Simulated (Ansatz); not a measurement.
Species: C₄H₈O, SMILES `C1CCOC1` (charge 0, multiplicity 1).

Task: Give a relaxed geometry from PBE0-D4/def2-TZVP run with Ansatz (a first-principles code).

Result: This is not unique; one that fits is the end point of this relaxation, one of several conformers (outside a Z-matrix the atoms follow the SMILES, hydrogens last).
Cartesian coordinates (Å) in one orientation:
```xyz
13

C     -0.836     0.452     0.489
C      0.476     0.952    -0.101
C      1.286    -0.333    -0.165
O      0.355    -1.382    -0.382
C     -0.968    -0.908    -0.177
H     -0.746     0.339     1.574
H     -1.685     1.106     0.285
H      0.958     1.726     0.498
H      0.312     1.351    -1.106
H      2.019    -0.338    -0.977
H      1.821    -0.508     0.778
H     -1.479    -0.823    -1.146
H     -1.513    -1.635     0.432
```
